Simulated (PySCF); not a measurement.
# Electron correlation in W⁺ (tungsten, charge +1)

[Xe] 4f14 5d4 6s1, high-spin 6D determinant. Computed with PySCF 2.14 in def2-QZVPPD with the def2 core potential (60 electrons) (7s6p4d3f2g, 84 functions), with a scalar-relativistic core potential. Frozen: 5s2 5p6; 5 electrons correlated.

```csv
level,correlation energy (mhartree)
CCSD,-57.91
(T),-1.15
CCSD(T),-59.06
```

Diagnostics: T1 = 0.0041, D1 = 0.0114, largest double amplitude 0.021.

Is a single reference adequate?

Yes, within this model without spin-orbit coupling: T1 lies below 0.03 and no double amplitude reaches 0.07.
